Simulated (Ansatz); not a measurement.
Calculated with Ansatz (gas phase, PBE0-D4/def2-TZVP geometries, no zero-point term in ΔE). CCSD(T)/CBS is the MP2 limit (def2-TZVPP, def2-QZVPP) plus CCSD(T) − MP2 in def2-TZVPP, frozen cores. Functionals use def2-TZVPP. B3LYP here is the variant with VWN-RPA as its local correlation; programs differ in this. Elements past krypton have def2 core potentials. For Mo outer-core shells are correlated without core-valence functions, which leaves a few kJ/mol of doubt a bond. Each species was taken in one conformer, which may not be the lowest.

`O[Si@@H](F)N[Si@@H](O)F` + `[NH2][Mo](=[O])(=[S])[Cl]` → `O[Si@H](F)N[Si@H](O)Cl` + `[NH2][Mo](=[O])([F])=[S]`  (redistribution)

`O[Si@@H](F)N[Si@@H](O)F`:

Cartesian coordinates in Å:
```
O -0.062 2.074 -0.933
Si -1.260 0.991 -0.771
F -1.840 0.504 -2.174
N -0.662 -0.395 0.041
Si 0.852 -0.629 0.780
O 1.051 -2.240 0.893
F 1.970 0.036 -0.158
H 0.812 1.757 -1.177
H -2.372 1.672 -0.090
H -1.246 -1.221 0.018
H 1.037 0.032 2.087
H 1.722 -2.581 1.485
```

`[NH2][Mo](=[O])(=[S])[Cl]`:

```xyz
7

N     0.791    0.529   -0.749
Mo   -0.444   -0.240    0.482
O    -0.732    0.871    1.690
S    -2.218   -0.693   -0.559
Cl    0.419   -2.126    1.378
H     0.795    0.353   -1.743
H     1.389    1.305   -0.500
```

`O[Si@H](F)N[Si@H](O)Cl`:

Cartesian coordinates in Å:
```
O 0.051 -1.059 1.542
Si 1.253 -0.286 0.731
F 1.737 0.910 1.668
N 0.591 0.226 -0.745
Si -1.032 0.649 -1.150
O -1.992 0.335 0.117
Cl -1.540 -0.434 -2.824
H 0.134 -1.123 2.496
H 2.445 -1.124 0.503
H 1.233 0.198 -1.526
H -1.205 2.061 -1.529
H -1.675 -0.352 0.717
```

`[NH2][Mo](=[O])([F])=[S]`:

```xyz
7

N    -1.166   -0.068   -0.216
Mo    0.699   -0.053    0.177
O     0.860    0.162    1.822
F     1.476   -1.649   -0.340
S     1.569    1.554   -0.875
H    -1.862   -0.245    0.494
H    -1.575    0.299   -1.063
```

| level | ΔE (kcal/mol) | difference from CCSD(T)/CBS |
| --- | --- | --- |
| PBE-D4 | 10.8 | -5.2 |
| ωB97X-V | 11.6 | -4.4 |
| ωB97M-V | 12.5 | -3.5 |
| B2PLYP | 15.7 | -0.3 |
| r2SCAN | 12.7 | -3.3 |
| B3LYP | 13.6 | -2.4 |
| CCSD(T)/def2-TZVPP | 15.8 | -0.2 |
| HF/def2-QZVPP | 16.4 | 0.4 |
| MP2/def2-QZVPP | 20.2 | 4.2 |
| CCSD/CBS(def2) | 16.0 | 0.0 |
| CCSD(T)/CBS | 16.0 | 0 |

Largest T1 diagnostic among the species: 0.025, so the coupled-cluster value is less sure than usual.

From PBE to PBE0 (25 % exact exchange), in def2-TZVPP and without D4, ΔE moves by +1.7 kcal/mol.
